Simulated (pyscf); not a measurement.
# H₂N–Bi(F)–F, singlet

Gas-phase minimum from PySCF at ωB97X-D3(BJ)/def2-SVP, one conformer. 

```xyz
6

N      0.3152    -0.7763     0.5936
Bi     1.0904     0.4846    -0.9204
F      0.9836     2.1577     0.2300
F     -0.6934     0.6715    -1.8787
H     -0.6370    -1.0576     0.3486
H      0.2514    -0.2527     1.4698
```

Bonds (Å): N1–Bi2 2.117, N1–H5 1.023, N1–H6 1.023, Bi2–F3 2.033, Bi2–F4 2.034. Angles (°): Bi2–N1–H5 109.5, Bi2–N1–H6 109.3, H5–N1–H6 106.7, N1–Bi2–F3 93.8, N1–Bi2–F4 94.0, F3–Bi2–F4 98.3.

Properties at ωB97X-D3(BJ)/def2-SVP:

| Item | Result |
|---|---|
| Harmonic wavenumbers, unscaled | 77, 158, 191, 209, 565, 586, 597, 666, 820, 1546, 3523, 3620 cm⁻¹ |
| Zero-point energy | 18.0 kcal/mol |
| Rotational symmetry number | 1 |
| Entropy of this conformer at 298 K and 1 atm, rigid rotor and harmonic oscillator, modes under 100 cm⁻¹ raised to 100 | 340.4 J/(mol K) |
| Dipole moment | 3.11 D |

Single-point totals, which compare only within one level (frozen core for MP2 and CC):

| level | total energy (hartree) |
|---|---|
| ωB97X-D3(BJ)/def2-TZVP | -470.55365 |
| PBE/def2-TZVP | -470.24467 |
| r²SCAN/def2-TZVP | -470.45333 |
| B3LYP-D3(BJ)/def2-TZVP | -470.54505 |
| PBE0-D3(BJ)/def2-TZVP | -470.20821 |
| M06-2X/def2-TZVP | -470.22872 |
| ωB97M-D3(BJ)/def2-TZVP | -470.51980 |
| HF/def2-TZVPP | -468.20882 |
| MP2/def2-TZVPP | -469.37084 |
| CCSD/def2-TZVPP | -469.34135 |
| CCSD(T)/def2-TZVPP | -469.37735 |

Soft torsions are taken as harmonic, which can shift the entropy by several J/(mol K). The CCSD(T) − MP2 part came from Ansatz, without density fitting, on the same reference. The frozen core leaves the outer d or s,p core shells of the metals and heavy elements correlated in the MP2 and CC values, and def2-TZVPP describes them poorly, so these totals are far from the basis limit. Elements past Kr carry the def2 core potentials, without spin-orbit coupling.
